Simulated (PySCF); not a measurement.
hexa-1,2-dien-5-yne (C6H6), SMILES C#CCC=C=C. Atoms are numbered in the order given.

```xyz
12

C     -2.5342     1.3824     0.5543
C     -1.7794     0.5411     0.1258
C     -0.8516    -0.4843    -0.3762
C      0.4180    -0.5694     0.4497
C      1.6224    -0.4345    -0.0498
C      2.8228    -0.2974    -0.5570
H     -3.2067     2.1327     0.9314
H     -1.3664    -1.4608    -0.3624
H     -0.5998    -0.2715    -1.4269
H      0.3032    -0.7508     1.5255
H      3.3794    -1.1618    -0.9357
H      3.3029     0.6858    -0.6122
```

Geometry: ωB97X-D3(BJ)/def2-SVP. Other conformers were not sampled.

Calculation: PySCF 2.14.0 with ωB97X-D3(BJ)/def2-SVP.

Harmonic, unscaled wavenumbers; measured fundamentals usually lie a few per cent lower.

```tsv
mode	ν (cm⁻¹)	IR (km/mol)	moving atoms (share of kinetic energy)
1	53	0.0	C 77 %, H 23 %
2	166	1.1	C 69 %, H 31 %
3	218	0.1	C 77 %, H 23 %
4	337	3.4	C 61 %, H 39 %
5	358	11.8	C 63 %, H 37 %
6	468	5.6	C 68 %, H 32 %
7	555	8.2	C 80 %, H 20 %
8	607	11.2	C 53 %, H 47 %
9	726	38.4	H 77 %, C 23 %
10	740	33.9	H 75 %, C 25 %
11	880	6.5	H 72 %, C 28 %
12	899	49.8	H 74 %, C 26 %
13	931	14.7	H 58 %, C 42 %
14	974	2.7	C 77 %, H 23 %
15	1008	0.0	H 62 %, C 38 %
16	1045	0.2	C 71 %, H 29 %
17	1148	0.3	H 68 %, C 32 %
18	1216	0.1	H 84 %, C 16 %
19	1302	20.0	H 72 %, C 28 %
20	1379	2.0	H 72 %, C 28 %
21	1447	6.8	H 92 %, C 8 %
22	1492	3.5	C 55 %, H 45 %
23	2119	57.6	C 98 %
24	2272	3.8	C 90 %, H 10 %
25	3077	9.5	H 94 %
26	3142	2.0	H 91 %, C 9 %
27	3162	0.7	H 94 %
28	3190	1.5	H 92 %, C 8 %
29	3257	0.1	H 89 %, C 11 %
30	3486	72.0	H 85 %, C 15 %
```
